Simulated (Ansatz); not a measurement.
Au2F2⁺. Total charge 1; doublet. Geometry PBE0-D4/def2-TZVP, that of the neutral singlet; atoms count from 1.

```xyz
4

Au   -0.664    0.123   -1.787
Au    0.216   -0.040    0.581
F     1.180   -1.635    0.137
F    -0.732    1.552    1.068
```

In the def2 sets Au takes a core potential; there is no spin–orbit coupling. The structure comes from a short search, and lower isomers may exist.

(1) Estimate the Mulliken populations from the PBE0/def2-TZVP orbitals of Ansatz.

(2) Where does the spin sit?

(3) And the Mayer bond orders between bonded heavy atoms (over 0.3)?

Answers

(1) 
```
atom  charge (e)  spin (α − β)  d electrons
 Au1        0.65         -0.02         9.95
 Au2        0.86          0.44         9.05
  F3       -0.26          0.29            –
  F4       -0.26          0.29            –
```
Mulliken values and Mayer orders depend strongly on the basis.

(2) Summed by element: Au 0.42, F 0.58, of 1 unpaired in all. Largest on single atoms: Au2 0.44, F4 0.29, F3 0.29.

(3) Au1–Au2 0.58 (2.53 Å); Au2–F3 0.85 (1.92 Å); Au2–F4 0.85 (1.92 Å).
